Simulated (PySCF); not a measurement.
A side-by-side comparison of computed properties.

First species: C₇H₁₇NSi.
Atom-mapped SMILES: `[CH3:1][C:2]([CH3:3])([CH3:4])[C@@H:5]1[CH2:6][CH2:7][SiH2:8][NH:9]1` (hydrogens: H10, H11, H12 on C1; H13, H14, H15 on C3; H16, H17, H18 on C4; H19 on C5; H20, H21 on C6; H22, H23 on C7; H24, H25 on Si8; H26 on N9)

Cartesian coordinates in Å at the GFN2-xTB level; atoms count from 1:
```xyz
26
C7H17NSi angstrom
C     -1.226   -0.757    1.418
C     -1.156    0.235    0.255
C     -1.572    1.622    0.763
C     -2.137   -0.185   -0.843
C      0.275    0.317   -0.331
C      0.782   -0.980   -0.971
C      2.295   -0.866   -1.151
Si     2.850    0.104    0.383
N      1.255    0.646    0.691
H     -0.413   -0.575    2.117
H     -2.172   -0.647    1.944
H     -1.156   -1.782    1.065
H     -1.424    2.376   -0.008
H     -1.001    1.909    1.643
H     -2.624    1.620    1.038
H     -3.157   -0.156   -0.464
H     -1.934   -1.197   -1.184
H     -2.069    0.487   -1.696
H      0.261    1.102   -1.108
H      0.281   -1.168   -1.921
H      0.575   -1.810   -0.296
H      2.520   -0.307   -2.060
H      2.747   -1.849   -1.262
H      3.830    1.147    0.054
H      3.326   -0.720    1.498
H      1.023    1.455    1.241
```

Second species: C5H9FO2Si.
SMILES: `CO[C@@H]1C=C(F)[SiH2]OC1`

Levels: PBE0/pcSseg-1 for HOMO energy, LUMO energy and HOMO–LUMO gap. Geometries: GFN2-xTB. Each structure is a single optimised conformer of the isolated species, non-relativistic unless stated. Electronic properties by PySCF.

```json
{"property": "HOMO energy", "column X": "-7.43 eV", "column Y": "-6.49 eV"}
{"property": "LUMO energy", "column X": "-0.31 eV", "column Y": "0.85 eV"}
{"property": "HOMO–LUMO gap", "column X": "7.12 eV", "column Y": "7.34 eV"}
```

Task: Which column belongs to which species?

Result: Column X is the second species and column Y the first. The first has 26 atoms and 80 electrons, the second 18 and 78.

Task: How does each property change from the first species to the second?

Result: HOMO energy -0.94 eV; LUMO energy -1.16 eV; HOMO–LUMO gap -0.22 eV.

